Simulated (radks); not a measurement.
The numbers below are computed, except where a source is named.
Numerical settings for the barium ion Ba3+, [Kr] 4d10 5s2 5p5. Code: a radial shooting solver on a logarithmic mesh with Libxc functionals. Model: scalar-relativistic Kohn-Sham, BLYP, spin-unpolarised, spherical densities, point nucleus. The defaults (mesh step 0.008 in ln r, mesh end at 40 bohr or more with all orbitals vanishing there, Anderson mixing 0.5 over 9 steps, residual threshold near 1e-9 with the energy settled to 1e-9 hartree or 1e-11 of itself, here a cap of 92 iterations) give E = -8134.3856 hartree and 5p at -41.944 eV in 14 iterations. Run on one thread of a shared host, so times are rough (Arm Neoverse V1): 0.13 s of CPU time, 0.13 s wall, 14 iterations on 2501 mesh points. Changes against that run (0 stands for a change within the tolerance of the run):

setting,iterations,converged,E (mhartree),e(5p) (meV),CPU (s)
mesh step in ln r 0.08,2,no,diverged,-,0.03
mesh step in ln r 0.2,3,no,diverged,-,0.02
mesh step in ln r 0.012,14,yes,0,0,0.09
mesh end (bohr) 2,13,level above zero,+1.07e+04,+6.29e+04,0.17
mesh end (bohr) 1,13,level above zero,+2.58e+05,+8.76e+05,0.17
residual threshold 0.1,10,yes,0,-0.137,0.11
residual threshold 1e-05,10,yes,0,-0.137,0.11
mixing 2.5,13,yes,0,0,0.13
"linear mixing, mixing 0.2",88,yes,0,0,0.6
"linear mixing, mixing 0.05",92,no,+0.0391,-83.7,0.76
mixing history 3,15,yes,0,0,0.13
iteration cap 8,8,no,-0.000487,-0.404,0.08

Settled on a wrong energy, with an occupied level pushed above zero by the early mesh end: mesh end (bohr) 2 (+10.7 hartree); mesh end (bohr) 1 (+258 hartree). Apart from these: no run marked as converged misses the energy by more than 1 mhartree. A mesh that ends early acts as a hard wall.
